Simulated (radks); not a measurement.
The mean radii <r> (bohr) of the occupied orbitals of an atom or ion are listed with their occupations. Method: non-relativistic Kohn-Sham, LB94 model potential, spin-polarised, spherical densities, point nucleus; computed with a radial shooting solver on a logarithmic mesh with Libxc functionals.

| orbital | occ. | <r> |
|---|---|---|
| 1s | 2 | 0.04236 |
| 2s | 2 | 0.1846 |
| 2p | 6 | 0.1586 |
| 3s | 2 | 0.4526 |

Name the element and its charge. Open shells, if any, are filled with parallel spins first.

Answer. Z = 36, krypton, charge +24: Kr24+ in [Ne] 3s2. The 1s radius gives Z: for a bare nucleus <r> = 1.5/Z, 0.04167 bohr for Z = 36, and screening makes it slightly larger (0.04236 here). The occupations add up to 12, and the charge is Z minus that.
